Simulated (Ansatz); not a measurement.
Input file for `C[CH](C)[Al]([Cl])[Cl]`:

```yaml
crystal:
  periodic: [false, false, false]
  atoms:
    - {symbol: C, position_ang: [0.153709, 1.060474, -1.017675]}
    - {symbol: C, position_ang: [-0.291934, -0.210396, -0.291561]}
    - {symbol: C, position_ang: [0.876796, -1.186143, -0.138147]}
    - {symbol: Al, position_ang: [-1.074492, 0.215037, 1.444059]}
    - {symbol: Cl, position_ang: [-3.048290, -0.247041, 1.961921]}
    - {symbol: Cl, position_ang: [0.081678, 1.177633, 2.900949]}
    - {symbol: H, position_ang: [0.607588, 0.811784, -1.984030]}
    - {symbol: H, position_ang: [-0.676248, 1.744659, -1.215711]}
    - {symbol: H, position_ang: [0.904782, 1.609680, -0.442029]}
    - {symbol: H, position_ang: [-1.079294, -0.695023, -0.881253]}
    - {symbol: H, position_ang: [0.573882, -2.138900, 0.305371]}
    - {symbol: H, position_ang: [1.321776, -1.409301, -1.114817]}
    - {symbol: H, position_ang: [1.670446, -0.767263, 0.487823]}
basis:
  gaussian: {orbitals: def2-SVP}
correlation: {method: ccsd_t}
```

```sh
$ ansatz run in.yaml --threads 4 --pin off --events-out ev --progress --plain --max-ram 11315MiB
```

The program prints (abridged):

```
Functional definition: HF
1275 factors; integrals over basis functions are off by at most 1.3e-3 eV
mean field evaluation 1: about -34781.5575 eV, gradient 3.1e1 eV
mean field evaluation 2: about -34781.5659 eV, gradient 3.1e1 eV
mean field evaluation 4: about -34784.4229 eV, gradient 3.1e0 eV
mean field evaluation 8: about -34784.4578 eV, gradient 7.7e-5 eV
mean field -34784.45784762 eV, -1278.3052481476 hartree, gradient 3.2e-6 eV, S^2 0.000000; 0 other end points of the search recorded, 0 dependent functions left out
18 core orbitals not correlated: weight in the atoms' cores, before any rotation towards them, 1.000 or more for the frozen orbitals, at most 0.000 for the correlated occupied ones
reference -34784.45784762 eV, -1278.3052481476 hartree; 18, 18 occupied and 95, 95 virtual orbitals, 1275 factors
second order -20.51742313 eV of doubles, -0.00000000 eV of singles
cycle   1  -21.82677378 eV  change    -1.3e0 eV  update   8.8e-2
cycle   2  -22.31580765 eV  change   -4.9e-1 eV  update   2.5e-2
cycle   3  -22.38716519 eV  change   -7.1e-2 eV  update   1.0e-2
cycle   4  -22.38605062 eV  change    1.1e-3 eV  update   2.6e-3
cycle   5  -22.38556236 eV  change    4.9e-4 eV  update   8.8e-4
cycle   6  -22.38539354 eV  change    1.7e-4 eV  update   2.9e-4
cycle   7  -22.38533307 eV  change    6.0e-5 eV  update   9.8e-5
cycle   8  -22.38534670 eV  change   -1.4e-5 eV  update   3.5e-5
perturbative correction -0.59189199 eV, -0.0217516296 hartree
Total energy: -34807.43508631 eV, -1279.1496460951 hartree
```

It took 13 s on 4 threads of an Arm Neoverse V2 on a shared host, with 0.79 GiB of host memory at the peak.

Correlation energy per correlated electron: -0.638 eV. T1 diagnostic: 0.0088.
